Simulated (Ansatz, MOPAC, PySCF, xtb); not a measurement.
Two conformers of C5H12 (SMILES CCCCC), B3LYP-D3(BJ)/def2-TZVP minima.
Conformer 1 (charge 0, multiplicity 1):
```xyz
17

C      2.52141     0.36030     0.34542
C      1.25367     0.25902    -0.49787
C      0.00448    -0.03267     0.32969
C     -1.27063    -0.13544    -0.50333
C     -2.51213    -0.42792     0.33435
H      2.43760     1.15955     1.08592
H      2.70869    -0.57063     0.88623
H      3.39771     0.56877    -0.27118
H      1.37659    -0.52584    -1.25143
H      1.10725     1.19156    -1.05275
H     -0.11976     0.75180     1.08516
H      0.14920    -0.96634     0.88548
H     -1.14466    -0.91906    -1.25768
H     -1.41395     0.79814    -1.05726
H     -2.40832    -1.37269     0.87360
H     -2.67943     0.35720     1.07582
H     -3.40773    -0.49575    -0.28603
```
Conformer 2 (charge 0, multiplicity 1):
```xyz
17

C     -2.407    -0.330     0.115
C     -0.908    -0.600     0.010
C     -0.104     0.653    -0.336
C      1.395     0.414    -0.525
C      2.121    -0.036     0.742
H     -2.618     0.411     0.890
H     -2.803     0.057    -0.827
H     -2.961    -1.237     0.362
H     -0.726    -1.363    -0.754
H     -0.552    -1.021     0.954
H     -0.254     1.404     0.449
H     -0.513     1.088    -1.254
H      1.855     1.338    -0.889
H      1.543    -0.330    -1.314
H      1.978     0.685     1.551
H      3.194    -0.131     0.568
H      1.760    -1.003     1.094
```

No zero-point or thermal terms.

Rows in 6-31G* carry no dispersion term and start afresh at each structure (6-31G* with six Cartesian d functions). The state that PM6 reach isn't checked.

Programs: Ansatz (an electronic-structure program) with Gaussian orbitals; MOPAC for PM6 (differences of heats of formation); PySCF for 6-31G* rows, the dispersion terms; xtb for the GFN methods. Values without a source in brackets are computed.

```json
[
 {"level": "PM6", "electronic energy of conformer 2 less that of conformer 1 (kJ/mol)": "2.3"},
 {"level": "GFN1-xTB", "electronic energy of conformer 2 less that of conformer 1 (kJ/mol)": "1.1"},
 {"level": "HF/6-31G*", "electronic energy of conformer 2 less that of conformer 1 (kJ/mol)": "4.3"},
 {"level": "BLYP-D3(BJ)/def2-TZVPP", "electronic energy of conformer 2 less that of conformer 1 (kJ/mol)": "2.3"},
 {"level": "B3LYP/6-31G*", "electronic energy of conformer 2 less that of conformer 1 (kJ/mol)": "[?]"},
 {"level": "B3LYP-D4/def2-TZVPP", "electronic energy of conformer 2 less that of conformer 1 (kJ/mol)": "2.3"},
 {"level": "BHLYP-D3(BJ)/def2-TZVPP", "electronic energy of conformer 2 less that of conformer 1 (kJ/mol)": "2.6"},
 {"level": "CAM-B3LYP-D4/def2-TZVPP", "electronic energy of conformer 2 less that of conformer 1 (kJ/mol)": "2.6"},
 {"level": "wB97M-V/def2-TZVPP", "electronic energy of conformer 2 less that of conformer 1 (kJ/mol)": "2.4"}
]
```

Task: Fill in the missing entries.

Result: 
- B3LYP/6-31G*, electronic energy of conformer 2 less that of conformer 1 (kJ/mol): 3.6
